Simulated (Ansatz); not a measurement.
Basis-set series for `CC[SiH](O)F`. Total charge 0; spin multiplicity 1. The geometry is a stationary point of PBE0-D4/def2-TZVP. It is one conformer, not always the lowest.

```tsv
functional	basis	functions	energy (Eh)	HOMO (eV)	LUMO (eV)
PBE0-D4	def2-SVP	109	-544.42295	-8.34	1.26
PBE0-D4	def2-TZVPP	264	-544.84491	-8.43	0.64
ωB97M-V	def2-SVP	109	-544.68893	-10.58	2.90
ωB97M-V	def2-TZVPP	264	-545.12155	-10.69	2.06
```

**Question.** Give the rows for def2-QZVPP. (Best estimate.)

**Answer.** Ansatz gave: 
```csv
functional,basis,functions,energy (Eh),HOMO (eV),LUMO (eV)
PBE0-D4,def2-QZVPP,508,-544.86999,-8.45,0.26
ωB97M-V,def2-QZVPP,508,-545.14524,-10.71,1.42
```

Positive LUMOs are unbound and depend on the basis.
